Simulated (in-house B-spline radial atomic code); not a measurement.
# Sn2+: [Ar] (3d3/2)4 (3d5/2)5 4s2 4p6 4d10 5s2 (8p3/2)1 (an excited or competing configuration)

Computed with an all-electron radial atomic-structure program (B-spline basis): Dirac-Hartree-Fock, average of the jj configuration, Fermi nucleus of rms radius 4.6519 fm.

Screening seen three ways: the hydrogenic charge with the same mean radius, Z_r = [3n² - l(l+1)]/(2<r>), the one with the same energy, Z_e = n√(-2ε), and Slater's rules. Values are occupation-weighted means over j. An effective charge above Z reflects the relativistic contraction of the inner shells.

| shell | electrons | ε (eV) | <r> (bohr) | Z_r | Z_e | Slater |
| --- | --- | --- | --- | --- | --- | --- |
| 1s | 2 | -29441 | 0.02905 | 51.64 | 46.52 | 49.70 |
| 2s | 2 | -4597.2 | 0.1249 | 48.05 | 36.76 | 45.85 |
| 2p | 6 | -4131.7 | 0.1094 | 45.71 | 34.85 | 45.85 |
| 3s | 2 | -970.6 | 0.3352 | 40.27 | 25.34 | 38.75 |
| 3p | 6 | -813.38 | 0.3334 | 37.49 | 23.20 | 38.75 |
| 3d | 9 | -575.5 | 0.3112 | 33.74 | 19.51 | 29.20 |
| 4s | 2 | -199.33 | 0.8048 | 29.82 | 15.31 | 23.10 |
| 4p | 6 | -148.29 | 0.8655 | 26.58 | 13.21 | 23.10 |
| 4d | 10 | -71.157 | 1.019 | 20.60 | 9.15 | 11.85 |
| 5s | 2 | -39.04 | 2.097 | 17.88 | 8.47 | 7.35 |
| 8p | 1 | -4.1106 | 14.68 | 6.47 | 4.40 | 3.00 |

The least bound orbital is 8p3/2 at -4.111 eV, and it is also the most diffuse (<r> = 14.68 bohr). The part-filled 3d shell lies below the filled 5s shell in orbital energy.

For the 1s electron the small component carries 3.37 % of the norm, the zero-frequency Breit interaction raises the level by 67.83 eV, self-energy by 38.35 eV, and vacuum polarisation lowers it by 5.048 eV.
